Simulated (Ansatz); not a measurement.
Abstraction of Br: InH2Br + SiH(CH3)2 → InH2 + SiH(CH3)2Br

Species: InH2Br `[Br][InH2]`, singlet; SiH(CH3)2, doublet; InH2 `[InH2]`, doublet; SiH(CH3)2Br, singlet. A radical takes Br: the energy is the difference in strength between the In–Br bond broken and the Si–Br bond made.

Shapes, held fixed at every level: PBE0-D4/def2-TZVP. Programs: Ansatz 0.2.0. The zero-point and thermal change to 298 K, harmonic and unscaled (PBE0-D4/def2-TZVP), is -1.1 kJ/mol.

| level | kind | ΔH(298 K) (kJ/mol) | less CCSD(T)/def2-TZVPP | CPU time (sum over the molecules) |
| --- | --- | --- | --- | --- |
| HF/def2-SVP | Hartree–Fock | -36.0 | +12.4 | – |
| HF/def2-TZVPP | Hartree–Fock | -37.4 | +11.0 | – |
| PBE-D4/def2-TZVPP | GGA | -46.3 | +2.1 | 22 s |
| B3LYP-D4/def2-TZVPP | global hybrid | -51.1 | -2.7 | 36 s |
| r2SCAN0-D4/def2-TZVPP | global hybrid | -46.3 | +2.1 | 42 s |
| wB97M-V/def2-TZVPP | range-separated hybrid | -58.1 | -9.7 | 91 s |
| CCSD(T)/def2-TZVPP | coupled cluster or CI | -48.4 | 0.0 | 29 min |

The highest level, CCSD(T)/def2-TZVPP, gives ΔH(298 K) = -48.4 kJ/mol; the levels span -58.1 to -36.0. The column of differences is taken from that level and isn't an error. No measured value is set beside it here. Open shells run unrestricted unless RO is named. For atoms past krypton def2 sets carry core potentials with scalar relativity. Relativity is left out for Br unless named. Correlated rows may include outer-core shells of Br, In, which these sets cover unevenly. Times are processor times on shared x86 and Arm servers, and rough.
